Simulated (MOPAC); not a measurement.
Job for MOPAC: PM7 on WI, 2S+1 = 6, a spin state set in the input, which need not be the lowest, a point of a bond scan (R = 2.773 Å).

```
PM7 1SCF PRECISE CHARGE=0 UHF MS=2.5 THREADS=1
IW

W      0.00000000 1     0.00000000 1     0.00000000 1
I      0.00000000 1     0.00000000 1     2.77253900 1
```

It printed:

```
*******************************************************************************
 **                                                                           **
 **                              MOPAC v23.2.5                                **
 **                                                                           **
 *******************************************************************************
 ** MOPAC's Digital Object Identifier: https://doi.org/10.5281/zenodo.6511958 **
 **                                                                           **
 ** Please cite the open-source release paper for use of this MOPAC version:  **
 ** J. E. Moussa and J. J. P. Stewart (2026)                                  **
 ** MOPAC: An open-source semiempirical molecular orbital program             **
 ** J. Open Source Softw., 11(119), 8025, https://doi.org/10.21105/joss.08025 **
 *******************************************************************************

                              PM7 CALCULATION RESULTS

 *******************************************************************************
 *  PM7        - The PM7 Hamiltonian to be used
 *  UHF        - UNRESTRICTED HARTREE-FOCK CALCULATION
 *
 *
 *
 *                 CHARGE ON SYSTEM = 0
 *
 *
 *
 *  MS=        - IN MECI, MAGNETIC COMPONENT OF SPIN =  2.5
 *  PRECISE    - TIGHTER CRITERIA TO BE USED
 *  1SCF       - DO 1 SCF AND THEN STOP
 *  THREADS=1  - MULTI-THREADING NOT USED
 *  T=         - A TIME OF 172800.0 SECONDS REQUESTED
 *  DUMP=N     - RESTART FILE WRITTEN EVERY 7200.0 SECONDS REQUESTED
 *******************************************************************************
PM7 1SCF PRECISE CHARGE=0 UHF MS=2.5 THREADS=1
 IW

   ATOM   CHEMICAL          X               Y               Z
  NUMBER   SYMBOL      (ANGSTROMS)     (ANGSTROMS)     (ANGSTROMS)

     1       W          0.00000000  *   0.00000000  *   0.00000000  *
     2       I          0.00000000  *   0.00000000  *   2.77253900  *



          CARTESIAN COORDINATES

    NO.       ATOM           X           Y           Z

     1         W          0.0000      0.0000      0.0000
     2         I          0.0000      0.0000      2.7725

 General Reference for PM7:
 "Optimization of Parameters for Semiempirical Methods VI: More Modifications to the
 NDDO Approximations and Re-optimization of Parameters", J. J. P. Stewart, J. Mol. Mod., 1:32, 19 (2013)
 https://link.springer.com/article/10.1007/s00894-012-1667-x

           Empirical Formula: W I  =     2 atoms



      MOLECULAR POINT GROUP   :   C*v


          UHF CALCULATION, NO. OF ALPHA ELECTRONS =    9
                           NO. OF BETA  ELECTRONS =    4

 -------------------------------------------------------------------------------
 PM7 1SCF PRECISE CHARGE=0 UHF MS=2.5 THREADS=1
 IW



     1SCF WAS SPECIFIED, SO BFGS WAS NOT USED
     SCF FIELD WAS ACHIEVED


                              PM7 CALCULATION
                                                       MOPAC v23.2.5 Linux




          FINAL HEAT OF FORMATION =        147.98614 KCAL/MOL =     619.17401 KJ/MOL


          COSMO AREA              =        117.13 SQUARE ANGSTROMS
          COSMO VOLUME            =        109.62 CUBIC ANGSTROMS

          IONIZATION POTENTIAL    =          8.621745 EV
          ALPHA SOMO LUMO (EV)    =         -8.622  1.163
          BETA  SOMO LUMO (EV)    =         -9.056  2.206
          NO. OF ALPHA ELECTRONS  =          9
          NO. OF BETA  ELECTRONS  =          4
          MOLECULAR WEIGHT        =        310.7545         POINT GROUP:  C*v

          MOLECULAR DIMENSIONS (Angstroms)

            Atom       Atom       Distance
            I     2    W     1     2.77254
            I     2    W     1     0.00000
            W     1    I     2     0.00000


          SCF CALCULATIONS        =          1





   ATOM   CHEMICAL          X               Y               Z
  NUMBER   SYMBOL      (ANGSTROMS)     (ANGSTROMS)     (ANGSTROMS)

     1       W          0.00000000  *   0.00000000  *   0.00000000  *
     2       I          0.00000000  *   0.00000000  *   2.77253900  *

                             CARTESIAN COORDINATES

   1    W        0.000000000     0.000000000     0.000000000
   2    I        0.000000000     0.000000000     2.772539000


           Empirical Formula: W I  =     2 atoms



      MOLECULAR POINT GROUP   :   C*v


          ALPHA EIGENVALUES
 -22.97808 -11.26667 -10.76724 -10.76724 -10.56644 -10.56644  -9.55080  -8.62174
  -8.62174   1.16334   1.76244   1.76244   4.69944 126.59561 126.59561 127.12928
 127.12928 127.13204


           BETA EIGENVALUES
 -22.74606 -10.77369  -9.05554  -9.05554   2.20649   2.20649   2.21364   2.21364
   2.70871   5.30301   6.52532   6.52532   7.87800 126.28268 126.28268 126.73096
 127.12097 127.12097


              NET ATOMIC CHARGES AND DIPOLE CONTRIBUTIONS

  ATOM NO.   TYPE          CHARGE      No. of ELECS.   s-Pop       p-Pop       d-Pop
    1          W           0.426361        5.5736     0.28420     0.27884     5.01060
    2          I          -0.426361        7.4264     1.86927     5.55298     0.00412
 DIPOLE           X         Y         Z       TOTAL
 POINT-CHG.     0.000     0.000    -5.678     5.678
 HYBRID         0.000     0.000     0.772     0.772
 SUM            0.000     0.000    -4.906     4.906


          ATOMIC ORBITAL ELECTRON POPULATIONS

     Atom    s        px        py        pz      x^2-y^2     xz        z^2       yz        xy
    1  W   0.28420   0.02235   0.02235   0.23414   0.99998   1.01172   0.98719   1.01172   0.99998
    2  I   1.86927   1.96557   1.96557   1.62184   0.00002   0.00035   0.00337   0.00035   0.00002


                    (SZ)    =    2.500000
                    (S**2)  =    8.772493


          ATOMIC ORBITAL SPIN POPULATIONS

    Atom   Total    s     px     py     pz   x^2-y^2  xz     z^2    yz     xy
         Atomic
    1  W  5.0857  0.117  0.013  0.013  0.102  1.000  0.983  0.876  0.983  1.000
    2  I -0.0857  0.000  0.005  0.005 -0.096  0.000  0.000  0.001  0.000  0.000

 **********************
 *                    *
 * JOB ENDED NORMALLY *
 *                    *
 **********************




 == MOPAC DONE ==
```

The run finished.

Cost: around 0.020 core-seconds (rough).
